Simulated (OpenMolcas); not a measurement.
**Computed transition rates of neutral beryllium**

```json
{"Program": "OpenMolcas 26.06", "Method": "CASSCF", "Basis": "ANO-RCC-VTZP [4s3p2d1f]", "Scalar Hamiltonian": "DKH2, point nucleus", "Active space": "2 electrons in 4 orbitals (2s 2p)", "State averaging": "2S+1 = 3 even, 3 roots; 2S+1 = 1 even, 6 roots; 2S+1 = 3 odd, 3 roots; 2S+1 = 1 odd, 3 roots", "Spin-orbit coupling": "RASSI with atomic mean-field integrals over the reference wave functions, term energies averaged over their components"}
```

Rates come from the transition moments of the reference wave functions (E1 and E2 in the length form). At fixed line strength A goes as λ^-3 for E1 and M1 and as λ^-5 for E2, so a rate at the computed wavelength can be rescaled to the measured one. Measured vacuum wavelengths follow from level energies in NIST Handbook of Basic Atomic Spectroscopic Data. Branching counts decays inside the model space alone, at computed energies, and the table is only a selection of the E1 lines, drawn from those between levels with measured partners whose computed energy lies within a factor of 1.5 of the measured one.

```csv
Upper,Lower,Type,λ computed (nm),λ measured (nm),A computed (s-1),A rescaled (s-1),Branching %
2s 2p ¹P°₁,2s² ¹S₀,E1,203.5,234.9,7.79e+08,5.07e+08,100.0
2p² ³P₀,2s 2p ³P°₁,E1,259.5,265.1,5.45e+08,5.11e+08,100.0
2p² ³P₂,2s 2p ³P°₂,E1,259.4,265.1,4.09e+08,3.83e+08,75.0
2p² ³P₁,2s 2p ³P°₂,E1,259.5,265.2,2.27e+08,2.13e+08,41.7
2p² ³P₁,2s 2p ³P°₀,E1,259.4,265.1,1.82e+08,1.71e+08,33.3
2p² ³P₂,2s 2p ³P°₁,E1,259.4,265.1,1.36e+08,1.27e+08,25.0
2p² ³P₁,2s 2p ³P°₁,E1,259.4,265.1,1.36e+08,1.27e+08,25.0
2p² ¹D₂,2s 2p ¹P°₁,E1,531.1,698.5,5.05e+07,2.22e+07,100.0
2s 2p ³P°₁,2s² ¹S₀,E1,455.6,455,3.21e-02,,100.0
```

Spin-changing lines and M1 lines between different terms are not rescaled, since their strength hangs on the term gaps too.

The largest correction is for 2p² ¹D₂ → 2s 2p ¹P°₁ (E1): 5.05e+07 × (531.1 / 698.5)^3 = 2.22e+07 s-1, a factor of 0.44.

The computed order of these levels differs from the measured one in 1 place, and where term gaps are wrong the rates of spin-changing lines can be off by large factors.

No measured rate stands beside these. Rescaling mends the energy factor alone: line strengths can still be far off where a level mixes with configurations outside the active space, and weak or spin-changing lines hang on small mixing coefficients that depend on the term gaps too, so rescaling need not improve them.

Without dynamic correlation excited terms often stand tens of per cent too high (terms of higher spin than the ground term too low), and those without a measured partner can miss by more than the paired ones. Computed and measured levels are paired by configuration, term and J; levels that our copy of the source lacks, or whose pairing is in doubt (as where it misses far off the trend of its configuration), stay unpaired. Levels of configurations outside the active space are missing.

° marks odd parity.
